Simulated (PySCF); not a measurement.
C2H5ClF2Si, SMILES [SiH2](C(C)(F)F)Cl. Coordinates come from a PBE0-D3(BJ)/def2-SVP optimisation. This is a generated structure with no PubChem entry under its InChIKey; it may be hypothetical. One conformer was computed; it need not be the lowest.

Computed equilibrium geometry at PBE0-D3(BJ)/def2-SVP (PySCF confirms it by a frequency run) as a Z-matrix (one conformer of several):
```
C
F 1 1.3656
F 1 1.3729 2 106.55
C 1 1.5013 2 109.22 3 -118.13
H 4 1.0985 1 110.04 2 -63.45
H 4 1.0988 5 109.07 1 121.28
H 4 1.1003 5 109.34 6 119.30
Si 1 1.9230 2 108.37 3 112.99
H 8 1.4847 1 108.83 2 -50.19
H 8 1.4876 9 111.84 1 120.70
Cl 8 2.0675 9 109.68 10 120.91
```
